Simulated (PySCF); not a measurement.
C4H8BN.
Geometry (PBE0-D3(BJ)/def2-SVP, Å), atoms numbered from 1 in this order:
```xyz
14
C4H8BN angstrom
C      3.0387   -0.3503    0.1553
C      1.6085   -0.1065    0.2211
C      0.4080    0.1009    0.2756
B     -1.1154    0.3223    0.3470
C     -2.0955   -0.9111    0.4635
N     -1.6023    1.6337    0.3098
H      3.2868   -1.0229   -0.6814
H      3.6040    0.5845    0.0159
H      3.3999   -0.8272    1.0806
H     -3.1608   -0.6328    0.4822
H     -1.8730   -1.4834    1.3796
H     -1.9339   -1.6089   -0.3746
H     -0.9982    2.4414    0.2389
H     -2.5885    1.8531    0.3509
```

The closed-shell ground state was solved at several levels (PySCF, density fitting, gas phase, non-relativistic).

| level | basis functions | total energy (Eh) | HOMO (eV) | LUMO (eV) | gap (eV) | dipole (D) |
| --- | --- | --- | --- | --- | --- | --- |
| mPW1PW91/pcSseg-1 | 142 | -236.7719 | -7.20 | -0.05 | 7.15 | 1.22 |
| PBE0/STO-3G | 38 | -233.6611 | -5.03 | 3.05 | 8.08 | 1.56 |
| PBE0/def2-SVP | 124 | -236.3925 | -7.05 | 0.11 | 7.16 | 1.27 |
| PBE0/aug-cc-pVDZ | 210 | -236.5893 | -7.17 | -0.15 | 7.02 | 1.10 |
| PBE0/6-31G* | 100 | -236.5508 | -6.83 | 0.31 | 7.14 | 1.25 |
| wB97X-D/pcSseg-1 | 142 | -236.7508 | -9.05 | 1.76 | 10.81 | 1.21 |
| KT3/pcSseg-1 | 142 | -240.6812 | -5.96 | -0.92 | 5.04 | 1.24 |
| HF/pcSseg-1 | 142 | -235.2450 | -9.90 | 3.69 | 13.59 | 1.11 |
| PBE/pcSseg-1 | 142 | -236.5082 | -5.93 | -0.94 | 4.99 | 1.28 |
| PBE0/6-311+G(2d,p) | 210 | -236.6315 | -7.19 | -0.14 | 7.05 | 1.10 |
| CAM-B3LYP/pcSseg-1 | 142 | -236.6990 | -8.51 | 1.13 | 9.64 | 1.23 |
| BP86/pcSseg-1 | 142 | -236.8282 | -6.04 | -1.03 | 5.01 | 1.27 |

What might PBE0/IGLO-III (290 basis functions) give for the same quantities?

Total energy -236.6567 Eh, HOMO -7.19 eV, LUMO -0.13 eV, gap 7.06 eV, dipole 1.11 D.

Over all these levels, which gives the widest orbital gap and which the narrowest?

HF/pcSseg-1 (Hartree–Fock, all exact exchange) has the widest, 13.59 eV, and PBE/pcSseg-1 (GGA) the narrowest, 4.99 eV. The two share the basis. From the narrowest to the widest the HOMO moves by -3.97 eV and the LUMO by +4.63 eV.

How much does the basis alone move the frontier levels among the 6 PBE0 rows (the withheld one included)?

The HOMO by 2.16 eV and the LUMO by 3.20 eV. By rising basis size (HOMO, LUMO in eV): STO-3G -5.03, 3.05; 6-31G* -6.83, 0.31; def2-SVP -7.05, 0.11; aug-cc-pVDZ -7.17, -0.15; 6-311+G(2d,p) -7.19, -0.14; IGLO-III -7.19, -0.13.

In the pcSseg-1 basis, how does the gap go with the fixed share of exact exchange?

PBE (0 %) 4.99 eV; BP86 (0 %) 5.01 eV; KT3 (0 %) 5.04 eV; mPW1PW91 (25 %) 7.15 eV; HF (100 %) 13.59 eV. Each rise in the share widens the gap here.

How far do the dipole and the HOMO energy spread over the levels?

The dipole runs from 1.10 to 1.56 D (mean 1.23 D) and the HOMO from -9.90 to -5.03 eV.

The pairwise dispersion term of wB97X-D wasn't added to the energies; at a given geometry it leaves orbitals and properties as they are.
